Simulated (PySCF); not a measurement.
silacyclobutane (C3H8Si), SMILES C1C[SiH2]C1.

The structure is a stationary point at B3LYP-D3(BJ)/def2-SVP.

Level of theory: B3LYP-D3(BJ)/def2-SVP run with PySCF.

Frequencies are harmonic and unscaled.

Computed normal modes with their intensities:
| mode | ν (cm⁻¹) | IR (km/mol) | Raman (Å⁴/amu) | depolarisation | moving atoms (share of kinetic energy) |
|---|---|---|---|---|---|
| 1 | 149 | 0.4 | 0.2 | 0.15 | H 62 %, C 35 % |
| 2 | 412 | 5.2 | 2.0 | 0.33 | H 71 %, C 16 %, Si 13 % |
| 3 | 504 | 0.1 | 5.8 | 0.75 | H 95 % |
| 4 | 541 | 19.9 | 8.2 | 0.30 | H 40 %, Si 34 %, C 27 % |
| 5 | 641 | 2.6 | 15.2 | 0.75 | C 49 %, H 36 %, Si 15 % |
| 6 | 672 | 16.0 | 9.1 | 0.11 | H 59 %, C 28 %, Si 13 % |
| 7 | 744 | 19.2 | 8.3 | 0.75 | H 81 %, C 14 % |
| 8 | 815 | 123.3 | 4.3 | 0.75 | H 74 %, Si 16 %, C 10 % |
| 9 | 825 | 8.0 | 4.4 | 0.10 | H 51 %, C 47 % |
| 10 | 892 | 20.1 | 11.6 | 0.16 | C 51 %, H 44 % |
| 11 | 921 | 17.6 | 11.6 | 0.23 | H 55 %, C 41 % |
| 12 | 957 | 13.5 | 6.4 | 0.75 | C 63 %, H 36 % |
| 13 | 964 | 114.3 | 13.0 | 0.70 | H 91 % |
| 14 | 981 | 0.1 | 2.8 | 0.75 | H 97 % |
| 15 | 1081 | 1.1 | 2.4 | 0.75 | H 72 %, C 28 % |
| 16 | 1152 | 17.2 | 2.3 | 0.30 | H 59 %, C 41 % |
| 17 | 1208 | 1.7 | 6.3 | 0.64 | H 72 %, C 28 % |
| 18 | 1238 | 1.4 | 9.6 | 0.75 | H 84 %, C 16 % |
| 19 | 1288 | 2.1 | 2.4 | 0.75 | H 74 %, C 26 % |
| 20 | 1415 | 5.0 | 7.4 | 0.75 | H 91 %, C 9 % |
| 21 | 1432 | 4.3 | 21.8 | 0.74 | H 92 %, C 8 % |
| 22 | 1470 | 0.7 | 10.6 | 0.63 | H 91 %, C 9 % |
| 23 | 2201 | 151.4 | 193.3 | 0.14 | H 97 % |
| 24 | 2209 | 137.6 | 104.1 | 0.52 | H 96 % |
| 25 | 3033 | 45.3 | 135.3 | 0.21 | H 95 % |
| 26 | 3056 | 20.2 | 14.1 | 0.75 | H 94 % |
| 27 | 3057 | 3.3 | 235.3 | 0.14 | H 94 % |
| 28 | 3084 | 21.7 | 95.7 | 0.46 | H 90 %, C 10 % |
| 29 | 3126 | 11.7 | 101.9 | 0.75 | H 91 %, C 9 % |
| 30 | 3126 | 16.9 | 95.1 | 0.49 | H 90 %, C 10 % |
